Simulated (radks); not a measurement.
The numbers below are computed, except where a source is named.
Question: The mean radii <r> (bohr) of the occupied orbitals of an atom or ion are listed with their occupations. Level of theory: Dirac Kohn-Sham, LB94 model potential, spin-unpolarised, spherical densities, finite nucleus; Fermi nuclear charge, rms radius of each element as measured or else 0.836 A^(1/3) + 0.57 fm (a radial shooting solver on a logarithmic mesh with Libxc functionals).

orbital  occ.      <r>
1s1/2       2  0.01832
2s1/2       2  0.07610
2p1/2       2  0.06291
2p3/2       4  0.07062
3s1/2       2   0.1867
3p1/2       2   0.1754
3p3/2       3   0.1873

Name the element and its charge. Open shells, if any, fill j = l - 1/2 first.

Answer: Z = 74, tungsten, charge +57: W57+ in [Ne] 3s2 3p5. The 1s radius gives Z: for a bare nucleus <r> = (2 gamma + 1)/(2Z) with gamma = sqrt(1 - (Z/c)^2), 0.01813 bohr for Z = 74, and screening makes it slightly larger (0.01832 here). The occupations add up to 17, and the charge is Z minus that.
